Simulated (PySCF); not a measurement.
Compound: C₇H₇ (charge +1).
SMILES with atom numbers: `[CH2+:1][c:2]1[cH:3][cH:4][cH:5][cH:6][cH:7]1` (hydrogens: H8, H9 on C1; H10 on C3; H11 on C4; H12 on C5; H13 on C6; H14 on C7)

Computed with PySCF at wB97X-D/def2-SVPD, non-relativistic, on one gas-phase PBE0-D3(BJ)/def2-SVP geometry that isn't relaxed in the solvent. The solvent is an IEF-PCM continuum (cavity from Bondi-type radii × 1.2), and excitations are vertical TDDFT with non-equilibrium linear response and a frozen core. Specific hydrogen bonds and non-electrostatic terms are outside this model.

```json
{"run": "gas", "E − E(gas) (kcal/mol)": "0.00", "HOMO (eV)": "-14.69", "HOMO–LUMO gap (eV)": "7.47", "lowest singlet (eV)": "3.28", "static polarisability (au)": "78.5"}
{"run": "P", "E − E(gas) (kcal/mol)": "-51.34", "HOMO (eV)": "-10.55", "HOMO–LUMO gap (eV)": "7.56", "lowest singlet (eV)": "3.34", "static polarisability (au)": "112.7"}
{"run": "Q", "E − E(gas) (kcal/mol)": "-53.30", "HOMO (eV)": "-10.40", "HOMO–LUMO gap (eV)": "7.57", "lowest singlet (eV)": "3.35", "static polarisability (au)": "115.4"}
```

The runs were made in acetone and water. Which run belongs to which solvent?

P = acetone, Q = water. The dielectric constants are 20.49 (acetone), 78.36 (water), and the energy falls further as ε rises. The optical constants n² used for the excitations are 1.85, 1.78 in the same order. In this model the ground state sees the solvent through ε alone.

How constant is the ratio of the lowering to 1 − 1/ε?

```
solvent  1 − 1/ε  E − E(gas) (kcal/mol)  ratio (kcal/mol)  polarisation term (kcal/mol)
acetone    0.951                 -51.34             -54.0                        -51.75
  water    0.987                 -53.30             -54.0                        -53.76
```

The ratio changes by 0.0 % in size from acetone to water. The polarisation term is half the interaction of the solute with the induced surface charges.

The pairwise dispersion term of wB97X-D wasn't added to the energies; at a given geometry it leaves orbitals and properties as they are.
